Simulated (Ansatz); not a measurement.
Compare A (`[SiH3][Ga]1[O]C[O]1`) with its isomer B (`[OH][Ga]1[O]C[SiH2]1`).

Gas-phase electronic energies from Ansatz, PBE0-D4/def2-TZVP geometries. CCSD(T)/CBS is the MP2 limit (def2-TZVPP, def2-QZVPP) plus CCSD(T) − MP2 in def2-TZVPP, frozen cores. DFT in def2-TZVPP. B3LYP here is the variant with VWN-RPA as its local correlation; programs differ in this. For Ga outer-core shells are correlated without core-valence functions, which leaves a few kJ/mol of doubt a bond. Scalar relativity is left out up to krypton. One conformer a species, not always the lowest.

A:

```xyz
10

Si   -0.992   -0.467   -2.110
Ga   -0.002    0.003   -0.001
O     1.594    0.430    0.763
C     0.950    0.449    2.022
O    -0.405    0.135    1.769
H    -2.433   -0.118   -2.056
H    -0.309    0.337   -3.154
H    -0.833   -1.914   -2.401
H     1.397   -0.300    2.690
H     1.033    1.445    2.478
```

B:

Z-matrix (Å, degrees):
```
C
Si 1 1.924
O 1 1.428 2 105.0
H 1 1.097 2 111.7 3 -119.8
H 1 1.097 2 111.7 3 119.8
Ga 2 2.373 1 73.2 3 -0.0
H 2 1.489 1 116.4 3 114.9
H 2 1.489 1 116.5 3 -115.0
O 6 1.774 2 160.0 1 -180.0
H 9 0.961 6 113.3 2 -180.0
```

Q: Which isomer does CCSD(T)/CBS put lower? Give the gap. (Estimate.)

A: Ansatz gave: B, by 7.6 kcal/mol.

Q: Give E(B) − E(A) in kcal/mol with ωB97M-V, B3LYP, CCSD(T)/def2-SVP, PBE-D4, MP2/def2-TZVPP, CCSD(T)/def2-TZVPP, LDA (SPW92). (Best estimate.)

A: Computed: ωB97M-V -7.8, B3LYP -6.4, CCSD(T)/def2-SVP -3.1, PBE-D4 -7.4, MP2/def2-TZVPP -8.3, CCSD(T)/def2-TZVPP -6.7, LDA (SPW92) -7.6. None reverses the order clearly.

Largest T1 diagnostic: 0.018.

Leaving LDA and LC-ωPBE aside and taking each functional with its dispersion term where it has one, the values, not all of them listed here, spread over 1.6 kcal/mol, from ωB97M-V to ωB97X-V. The D4 term adds −0.7 kcal/mol with B3LYP and −0.4 kcal/mol with PBE0; it sums over pairs of atoms, weighted by their polarisabilities, and B3LYP, whose exchange is more repulsive, gets the larger term.
